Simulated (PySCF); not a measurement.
PySCF 2.14 output of an unrestricted PBE calculation on a single atom or ion in aug-cc-pVDZ-DK (4s3p2d, 23 functions), with the spin-free X2C one-electron Hamiltonian (Gaussian nucleus):

```
SCF conv_tol = 1e-09
number electrons alpha = 5  beta = 2
    J. P. Perdew, K. Burke, and M. Ernzerhof.,  Phys. Rev. Lett. 77, 3865 (1996)
    J. P. Perdew, K. Burke, and M. Ernzerhof.,  Phys. Rev. Lett. 78, 1396 (1997)
    J. P. Perdew, K. Burke, and M. Ernzerhof.,  Phys. Rev. Lett. 77, 3865 (1996)
    J. P. Perdew, K. Burke, and M. Ernzerhof.,  Phys. Rev. Lett. 78, 1396 (1997)
cycle= 1 E= -73.6830993684466  delta_E= -0.00302  |g|= 0.00763  |ddm|= 0.206
cycle= 2 E= -73.6831196446008  delta_E= -2.03e-05  |g|= 0.00145  |ddm|= 0.0259
cycle= 3 E= -73.6831204606864  delta_E= -8.16e-07  |g|= 0.000347  |ddm|= 0.00605
cycle= 4 E= -73.6831205119792  delta_E= -5.13e-08  |g|= 2.4e-06  |ddm|= 0.00129
cycle= 5 E= -73.6831205119818  delta_E= -2.64e-12  |g|= 6.76e-08  |ddm|= 1.2e-05
converged SCF energy = -73.6831205119818  <S^2> = 3.7510269  2S+1 = 4.0005134
```

The run itself started from symmetry-adapted Hartree-Fock orbitals and held the occupation by maximum overlap, on a logarithmic radial grid, so the iterations belong to that start.

Question: Which element, charge and spin multiplicity is this?

Answer: O+ (oxygen, charge +1), multiplicity 4; the state was [He] 2s2 2p2 3s1, high-spin 4P determinant (an excited configuration).

The outer electron is Rydberg-like, and this basis confines it to a smaller radius and binds it less than a complete one would.
